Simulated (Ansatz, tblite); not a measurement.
Removing and adding an electron: GaH₂I. Total charge 0; singlet. Geometry: PBE-D4/def2-TZVP. Ansatz, gas phase; energy differences of separate SCF runs; the oxidised species was run as a doublet alone; the reduced species was run as a doublet alone.

```xyz
4

Ga    0.2024   -0.0794    0.1890
H     0.2776    0.7740    1.5019
H     1.0803   -1.3080   -0.2324
I    -1.5604    0.6133   -1.4584
```

In the def2 sets I takes a core potential; there is no spin–orbit coupling. The xTB rows come from tblite. Correlated methods freeze 13 core orbitals; core or outer-core shells of Ga, I are correlated, in sets that lack core-valence functions.

```tsv
level	−HOMO (eV)	vertical IE (eV)	−LUMO (eV)	vertical EA (eV)	HOMO–LUMO gap (eV)	IE − EA (eV)	remarks
GFN1-xTB	11.55	14.84	5.49	–	6.07	–	–
GFN2-xTB	12.16	15.17	7.27	4.23	4.89	10.95	–
HF/def2-TZVPD	–	–	–	-0.17	–	–	–
HF/def2-TZVPP	–	8.83	–	–	–	–	–
PBE-D4/def2-TZVP	6.35	9.45	2.78	–	3.57	–	–
PBE-D4/def2-TZVPD	6.36	–	2.80	0.47	3.57	–	HOMO above zero (-1 doublet)
r2SCAN-D4/def2-TZVP	6.64	9.57	2.54	–	4.10	–	–
r2SCAN-D4/def2-TZVPD	6.63	–	2.54	0.56	4.10	–	HOMO above zero (-1 doublet)
PBE0-D4/def2-TZVP	7.47	9.63	2.02	–	5.44	–	–
PBE0-D4/def2-TZVPD	7.47	–	2.03	0.47	5.44	–	HOMO above zero (-1 doublet)
MP2/def2-TZVPD	–	–	–	0.31	–	–	–
MP2/def2-TZVPP	–	9.80	–	–	–	–	–
CCSD/def2-TZVPD	–	–	–	0.32	–	–	–
CCSD/def2-TZVPP	–	9.62	–	–	–	–	–
CCSD(T)/def2-TZVPD	–	–	–	0.35	–	–	–
CCSD(T)/def2-TZVPP	–	9.67	–	–	–	–	–
```

   A HOMO above zero means that the electron is unbound at that level or that self-interaction error raises the level; the energy of removing that electron tells which. Raw xTB energy differences between charge states are shifted by several eV; the methods need an empirical correction for them. A negative affinity means that the extra electron isn't bound; its size then hangs on the basis.
